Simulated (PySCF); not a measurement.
## PySCF run on Al

The script input.py:

```python
from pyscf import gto, scf, cc

mol = gto.M(
    atom='Al 0 0 0',
    basis='pcseg-1',
    charge=0,
    spin=1,
    verbose=4,
)
mf = scf.ROHF(mol)
mf = mf.density_fit(auxbasis='def2-universal-jkfit')
mf.kernel()
mycc = cc.CCSD(mf)
mycc.kernel()
mf.dip_moment()
print('orbital energies (hartree):', mf.mo_energy[..., max(0, mol.nelec[1]-3):mol.nelec[0]+3].round(4))
```

```bash
$ OMP_NUM_THREADS=1 python input.py
```

The log (some set-up lines and the per-cycle HOMO/LUMO lines with their warnings removed):

```
PySCF version 2.14.0

[INPUT] Symbol           X                Y                Z      unit          X                Y                Z       unit  Magmom
[INPUT]  1 Al     0.000000000000   0.000000000000   0.000000000000 AA    0.000000000000   0.000000000000   0.000000000000 Bohr   0.0

nuclear repulsion = 0
number of shells = 3
number of NR pGTOs = 44
number of NR cGTOs = 18
basis = pcseg-1
ecp = {}

******** <class 'pyscf.df.df_jk.DFROHF'> ********
method = DFROHF
initial guess = minao
damping factor = 0
level_shift factor = 0
DIIS = <class 'pyscf.scf.diis.CDIIS'>
SCF conv_tol = 1e-09
SCF max_cycles = 50
num. doubly occ = 6  num. singly occ = 1
******** <class 'pyscf.df.df.DF'> ********
auxbasis = def2-universal-jkfit
init E= -241.71457973111

cycle= 1 E= -241.835357393449  delta_E= -0.121  |g|= 0.0542  |ddm|= 0.722
cycle= 2 E= -241.844181833681  delta_E= -0.00882  |g|= 0.0177  |ddm|= 0.287
cycle= 3 E= -241.844919254115  delta_E= -0.000737  |g|= 0.00696  |ddm|= 0.0849
cycle= 4 E= -241.845028819043  delta_E= -0.00011  |g|= 0.0011  |ddm|= 0.0467
cycle= 5 E= -241.845030487704  delta_E= -1.67e-06  |g|= 2.88e-05  |ddm|= 0.00677
cycle= 6 E= -241.84503048924  delta_E= -1.54e-09  |g|= 2.01e-06  |ddm|= 0.000186
cycle= 7 E= -241.84503048925  delta_E= -9.86e-12  |g|= 2.23e-07  |ddm|= 1.42e-05
Extra cycle  E= -241.84503048925  delta_E= -2.27e-13  |g|= 8.23e-08  |ddm|= 1.26e-06
converged SCF energy = -241.84503048925

WARN: RCCSD method does not support ROHF method. ROHF object is converted to UHF object and UCCSD method is called.

******** <class 'pyscf.cc.dfuccsd.UCCSD'> ********
CC2 = 0
CCSD nocc = (np.int64(7), np.int64(6)), nmo = (18, 18)
max_cycle = 50
direct = 0
conv_tol = 1e-07
conv_tol_normt = 1e-06
Init t2, MP2 energy = -0.0334438247764195
Init E_corr(UCCSD) = -0.0344403030570432
cycle = 1  E_corr(UCCSD) = -0.042728752435424  dE = -0.00828844938  norm(t1,t2) = 0.0548365
cycle = 2  E_corr(UCCSD) = -0.0456232320140063  dE = -0.00289447958  norm(t1,t2) = 0.0237977
cycle = 3  E_corr(UCCSD) = -0.0476870832604339  dE = -0.00206385125  norm(t1,t2) = 0.0112078
cycle = 4  E_corr(UCCSD) = -0.0476897393574378  dE = -2.656097e-06  norm(t1,t2) = 0.0011914
cycle = 5  E_corr(UCCSD) = -0.0476958938645848  dE = -6.15450715e-06  norm(t1,t2) = 0.000142377
cycle = 6  E_corr(UCCSD) = -0.0476965778378938  dE = -6.83973309e-07  norm(t1,t2) = 3.4799e-05
cycle = 7  E_corr(UCCSD) = -0.0476958749805074  dE = 7.02857386e-07  norm(t1,t2) = 7.86378e-06
cycle = 8  E_corr(UCCSD) = -0.047696019676901  dE = -1.44696394e-07  norm(t1,t2) = 2.39058e-06
cycle = 9  E_corr(UCCSD) = -0.0476960401490663  dE = -2.04721653e-08  norm(t1,t2) = 7.91127e-07
UCCSD converged
E(UCCSD) = -241.8927265293995  E_corr = -0.04769604014906631
Dipole moment(X, Y, Z, Debye):  0.00000,  0.00000,  0.00000
orbital energies (hartree): [-3.2184 -3.2167 -0.3917 -0.0689  0.022   0.022   0.2245]
```

In short: E(SCF) = -241.845030 Eh, 7 cycles, E(CCSD) − E(SCF) = -0.04770 Eh.

Hardware: Intel Xeon Platinum 8559C, 1 thread, shared host. Wall time 1 s, peak memory 0.12 GiB.

No search for the lowest solution was made.
